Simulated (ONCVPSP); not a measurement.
# Reading a pseudo-wave (Pb)

Columns: radius, all-electron u(r) and pseudo u(r) of the 5s shell (level -144.16 eV) of lead in the configuration [Kr] 4d10 4f14 5s2 5p6 5d10 6s2 6p2; PBE, scalar-relativistic, ONCV scheme, ONCVPSP 4.0.1.

| r (bohr) | all-electron | pseudo |
| --- | --- | --- |
| 0.080 | 0.0735 | 0.1471 |
| 0.160 | 0.3656 | 0.2967 |
| 0.240 | -0.4581 | 0.4497 |
| 0.320 | -0.7285 | 0.6042 |
| 0.400 | -0.3673 | 0.7552 |
| 0.480 | 0.2156 | 0.8944 |
| 0.560 | 0.7366 | 1.0117 |
| 0.640 | 1.0879 | 1.0977 |
| 0.720 | 1.2661 | 1.1454 |
| 0.800 | 1.3066 | 1.1518 |
| 0.880 | 1.2534 | 1.1181 |
| 0.960 | 1.1452 | 1.0496 |
| 1.040 | 1.0108 | 0.9543 |
| 1.120 | 0.8699 | 0.8421 |
| 1.200 | 0.7344 | 0.7235 |
| 1.280 | 0.6109 | 0.6077 |
| 1.360 | 0.5023 | 0.5016 |
| 1.440 | 0.4093 | 0.4091 |
| 1.520 | 0.3309 | 0.3308 |
| 1.600 | 0.2660 | 0.2659 |
| 1.680 | 0.2127 | 0.2126 |
| 1.760 | 0.1693 | 0.1693 |
| 1.840 | 0.1344 | 0.1343 |
| 1.920 | 0.1063 | 0.1063 |
| 2.000 | 0.0839 | 0.0838 |
| 2.080 | 0.0660 | 0.0660 |

**Question.** How many radial nodes do the two functions have?

**Answer.** The all-electron 5s function has n − l − 1 = 4 (the table is too coarse to show those close to the nucleus); the pseudo-wave has 0, since the states of the same l below it are removed with the core.

**Question.** At about which radius was the pseudo-wave matched?

**Answer.** 1.60 bohr. The columns agree to 0.0005 from 1.44 bohr on; several derivatives are matched, so the curves merge somewhat inside the radius.

**Question.** Is the pseudo-wave norm-conserving?

**Answer.** Yes: the ONCV scheme keeps the norm inside the radius equal to the all-electron one, which fixes the energy derivative of the logarithmic derivative at the level.
